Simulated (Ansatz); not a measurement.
Job for Ansatz (an electronic-structure program): R-CCSD(T)/aug-cc-pVDZ on N2 (SMILES N#N) with ghost functions.

Ansatz 0.2 input:
```yaml
crystal:
  periodic: [false, false, false]
  atoms:
    - {symbol: N, position_ang: [-0.47719724, -0.12635414, -0.24760665]}
    - {symbol: N, position_ang: [0.60678946, -0.23257498, -0.30761590]}
basis:
  gaussian:
    orbitals: aug-cc-pVDZ
    ghost_atoms:
      - {symbol: C, position_ang: [-0.67205521, 0.42664691, 3.44913055]}
      - {symbol: C, position_ang: [0.63956333, -0.33641626, 3.28891109]}
      - {symbol: H, position_ang: [-1.16517616, 0.57882542, 2.48713361]}
      - {symbol: H, position_ang: [-0.50698215, 1.40993434, 3.89406107]}
      - {symbol: H, position_ang: [-1.36890369, -0.11368215, 4.09292200]}
      - {symbol: H, position_ang: [0.47592327, -1.31938286, 2.84270515]}
      - {symbol: H, position_ang: [1.12900773, -0.49013890, 4.25261630]}
      - {symbol: H, position_ang: [1.33904062, 0.20325233, 2.64753958]}
magnetization: {spin_polarized: false}
correlation: {method: ccsd_t, electrons: outside_noble_gas}
scf: {lower_state_search: off}
```

### Question
Give the final energy of this run.

### Answer
-109.2936 hartree (reference determinant -108.9616, T1 diagnostic 0.013).

### Question
How many basis functions does it have, and what does it roughly cost on one machine?

### Answer
146 functions; very roughly 14 core-seconds.
